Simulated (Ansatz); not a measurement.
CH4ClFOSi, SMILES `O[SiH](Cl)CF` from Hartree–Fock to CCSD(T)

```csv
atom,x (Å),y (Å),z (Å)
O1,0.142,1.826,-0.268
Si2,-0.610,0.384,-0.378
Cl3,-2.226,0.286,0.884
C4,0.574,-1.004,0.101
F5,1.185,-0.670,1.308
H6,0.599,2.025,0.552
H7,-1.090,0.244,-1.767
H8,0.067,-1.966,0.223
H9,1.358,-1.123,-0.655
```

The species carries charge 0 and has multiplicity 1. Geometry: relaxed with PBE0-D4/def2-TZVP. It is one conformer, not always the lowest. Frozen core, restricted reference, Ansatz. CBS rows extrapolate triple and quadruple zeta; past MP2 they add the triple-zeta difference.

| basis | HF (Eh) | MP2 corr. | CCSD corr. | (T) | CCSD(T) total |
| --- | --- | --- | --- | --- | --- |
| def2-TZVPP | -963.15267 | -0.96535 | ? | ? | ? |
| def2-QZVPP | ? | -1.05053 | – | – | – |
| CBS(def2) | -963.18904 | ? | -1.15251 | as TZ | ? |

(1) Fill in the withheld values. (Best estimate.)

Results:

(1) Computed: def2-TZVPP CCSD corr.: -1.00423; def2-TZVPP (T): -0.03605; def2-TZVPP CCSD(T) total: -964.19295; def2-QZVPP HF (Eh): -963.18464; CBS(def2) MP2 corr.: -1.11363; CBS(def2) CCSD(T) total: -964.37760.
